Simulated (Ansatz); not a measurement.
The cluster In₂As₃. Total charge 0; doublet. Geometry relaxed at r2SCAN-D4/def2-SVP.

```csv
atom,x (Å),y (Å),z (Å)
In1,0.9555,-1.5944,1.8131
In2,-1.1455,2.0963,-1.0176
As3,-1.2145,-0.3950,0.3864
As4,0.3305,-0.8726,-1.3828
As5,1.0741,0.7656,0.2009
```

In the def2 sets In takes a core potential; there is no spin–orbit coupling. The structure comes from a short search, and lower isomers may exist.

(1) Estimate the harmonic wavenumbers at UKS r2SCAN-D4/def2-SVP (Ansatz, unscaled). Is this a minimum?

## Answers

(1) 41, 70, 74, 110, 140, 169, 216, 233, 319 cm⁻¹. Yes, no mode is imaginary beyond noise. Zero-point energy 8.2 kJ/mol. Run time 2.4 min (4 threads of Arm Neoverse V2 on a shared host).
